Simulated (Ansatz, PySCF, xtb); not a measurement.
Reaction R1 → P1 + P2, each structure at its B3LYP-D3(BJ)/def2-TZVP stationary point, reached from a drawn start (curvature not checked).
R1: Cl4Se (SMILES Cl[Se](Cl)(Cl)Cl), charge 0, multiplicity 1.
P1: Cl2Se (SMILES Cl[Se]Cl), charge 0, multiplicity 1.
P2: Cl2 (SMILES ClCl), charge 0, multiplicity 1.

P less R. No zero-point or thermal terms; no spin–orbit coupling.

Cores are frozen in the correlated methods. In cc and def2 sets filled d and f shells under p-block atoms count as core.

Run with Ansatz (a program for electronic structure) with Gaussian orbitals; PySCF for the D3/D4 terms; xtb for the GFN methods. All values are computed, each at the level named.

```
level                        reaction energy (eV)
---------------------------  --------------------
GFN2-xTB                                    0.725
SVWN5/def2-TZVPP                            1.313
PBE/def2-TZVPP                              0.931
CAM-B3LYP/def2-TZVPP                        0.304
CAM-B3LYP-D3(BJ)/def2-TZVPP                 0.435
CCSD/def2-SVP                              -0.073
CCSD/def2-QZVPP                             0.219
CCSD(T)/def2-SVP                              [?]
CCSD(T)/def2-QZVPP                            [?]
```

**Question.** Some entries are withheld; supply them.

**Answer.** 
- CCSD(T)/def2-SVP, reaction energy (eV): 0.090
- CCSD(T)/def2-QZVPP, reaction energy (eV): 0.453
